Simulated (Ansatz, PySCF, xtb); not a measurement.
Reaction R1 → P1, each structure at its B3LYP-D3(BJ)/def2-TZVP stationary point, reached from a drawn start; harmonic modes at that level show minima.
P1, HNSi (SMILES N#[SiH]) (charge 0, multiplicity 1):
| atom | x (Å) | y (Å) | z (Å) |
|---|---|---|---|
| H | 0.0000 | 0.0000 | -1.5086 |
| Si | 0.0000 | 0.0000 | -0.0257 |
| N | 0.0000 | 0.0000 | 1.5343 |
R1, HNSi (SMILES [NH+]#[Si-]) (charge 0, multiplicity 1):
```xyz
3

H      0.000     0.000    -1.183
N      0.000     0.000    -0.183
Si     0.000     0.000     1.366
```

| level | reaction energy (kcal/mol) |
|---|---|
| GFN1-xTB | 35.09 |
| GFN2-xTB | 0.29 |
| HF/cc-pV(D+d)Z | 86.92 |
| HF/cc-pV(Q+d)Z | 89.43 |
| PBE/def2-TZVPP | 66.27 |
| PBE-D3(BJ)/def2-TZVPP | 66.30 |
| BLYP/def2-TZVPP | 65.91 |
| BLYP-D3(BJ)/def2-TZVPP | 65.98 |
| BLYP-D4/def2-TZVPP | 66.01 |
| revPBE/def2-TZVPP | 64.78 |
| revPBE-D3(BJ)/def2-TZVPP | 64.91 |
| revPBE-D4/def2-TZVPP | 64.97 |
| r2SCAN/def2-TZVPP | 69.16 |
| r2SCAN-D3(BJ)/def2-TZVPP | 69.17 |
| B97M-V/def2-TZVPP | 70.79 |
| B3LYP/def2-TZVPP | 72.70 |
| B3LYP-D3(BJ)/def2-TZVPP | 72.75 |
| B3LYP-D4/def2-TZVPP | 72.77 |
| PBE0/def2-TZVPP | 74.10 |
| PBE0-D3(BJ)/def2-TZVPP | 74.12 |
| PBE0-D4/def2-TZVPP | 74.12 |
| BHLYP-D3(BJ)/def2-TZVPP | 81.16 |
| BHLYP-D4/def2-TZVPP | 81.19 |
| M06-2X/def2-TZVPP | 79.16 |
| CAM-B3LYP/def2-TZVPP | 77.85 |
| CAM-B3LYP-D3(BJ)/def2-TZVPP | 77.86 |
| CAM-B3LYP-D4/def2-TZVPP | 77.87 |
| wB97X-V/def2-TZVPP | 77.25 |
| B2PLYP-D3(BJ)/def2-TZVPP | 67.03 |
| B2PLYP-D4/def2-TZVPP | 67.04 |
| MP2/cc-pV(T+d)Z | 62.25 |
| MP2/cc-pV(Q+d)Z | 62.69 |
| SCS-MP2/cc-pV(T+d)Z | 63.84 |
| SCS-MP2/cc-pV(Q+d)Z | 64.21 |
| CCSD/cc-pV(D+d)Z | 69.15 |
| CCSD/cc-pV(T+d)Z | 72.83 |
| CCSD(T)/cc-pV(D+d)Z | 64.34 |
| CCSD(T)/cc-pV(T+d)Z | 67.59 |
| CCSD(T)/cc-pV(Q+d)Z | 68.07 |
| CCSD(T)/CBS(cc-pV(T+d)Z, cc-pV(Q+d)Z) | 68.25 |

P less R. No zero-point or thermal terms.

Cores are frozen in the correlated methods. CBS(a, b) extrapolates the correlation energy as X⁻³ and adds the Hartree–Fock energy of set b.

Programs: Ansatz (Gaussian basis) for Hartree–Fock, density functionals and correlated methods; PySCF for M06-2X and the D3/D4 terms; xtb for the GFN methods. Each number belongs to the level named beside it.

Ansatz is an electronic-structure program.
